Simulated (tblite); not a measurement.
Species: CH₈ClSi₃ (doublet state).
Z-matrix (Å and degrees, GFN2-xTB geometry), rows numbered from 1:
```
C 
Si  1  1.8995
Si  2  2.3098  1  108.59
Si  3  2.2919  2  127.32  1   -10.10
Cl  4  2.0554  3  105.34  2    41.42
H   1  1.0855  2  111.11  3   -50.89
H   1  1.0864  2  111.57  3    68.98
H   1  1.0858  2  111.39  3  -170.83
H   2  1.4746  1  108.05  3   120.31
H   2  1.4747  1  107.26  3  -126.26
H   3  1.4802  2  112.49  1  -147.67
H   4  1.4715  3  123.46  2   -75.66
H   4  1.4681  3  113.53  2   155.55
```

Computed geometry: GFN2-xTB, gas phase. This method treats the open shell by occupation alone, without spin polarisation.

Masses are those of the commonest isotopes; rigid-rotor values at the optimised geometry. The values belong to one conformer with, in the numbering `[CH3:1][SiH2:2][SiH:3][SiH2:4][Cl:5]`, C1–Si2–Si3–Si4 -10°, Si2–Si3–Si4–Cl5 41°.

What are A, B and C (MHz)?

Ia = 192.64, Ib = 470.95, Ic = 628.37 u·Å²; 505379 MHz·u·Å²/I gives A = 2623, B = 1073, C = 804.3 MHz.

Classify the top.

An asymmetric top; Ray's κ = -0.704.

What does the inertial defect say?

Not planar: Δ = Ic − Ia − Ib = -35.21 u·Å². For a rigid frame Δ = −2 Σ m c², so Σ m c² = 17.61 u·Å² lies off the ab plane: 8.14 from hydrogen and 9.46 from heavier atoms. The atom farthest from that plane is 1.76 Å away.

Give the coordinates in the principal-axis frame, origin at the centre of mass.

The sense of each axis is arbitrary; atoms in the order of the calculation.
```
atom  mass (u)   a (Å)   b (Å)   c (Å)
  C1    12.000  -1.814  -1.782   0.386
 Si2    27.977  -2.399  -0.032  -0.064
 Si3    27.977  -0.549   1.339  -0.242
 Si4    27.977   1.607   0.850   0.363
 Cl5    34.969   1.919  -1.086  -0.253
  H6     1.008  -1.030  -2.118  -0.286
  H7     1.008  -1.417  -1.823   1.396
  H8     1.008  -2.627  -2.499   0.325
  H9     1.008  -3.122  -0.107  -1.347
 H10     1.008  -3.407   0.363   0.937
 H11     1.008  -0.835   2.733   0.166
 H12     1.008   2.072   0.825   1.759
 H13     1.008   2.612   1.640  -0.359
```

Estimate the classical rotational partition function at 25 K, 200 K and 500 K.

Point group C1, symmetry number σ = 1; q = (√π/σ)·√((kT/h)³/(ABC)), k/h = 20836.6 MHz/K: 14000 at 25 K, 317000 at 200 K, 1250000 at 500 K.

For this open shell read J as N, the rotation without spin; fine and hyperfine splittings come on top. Its lowest GFN2-xTB frequency is 9i cm⁻¹, too small to tell a flat minimum from a shallow saddle. Zero-point vibration and centrifugal distortion are left out.
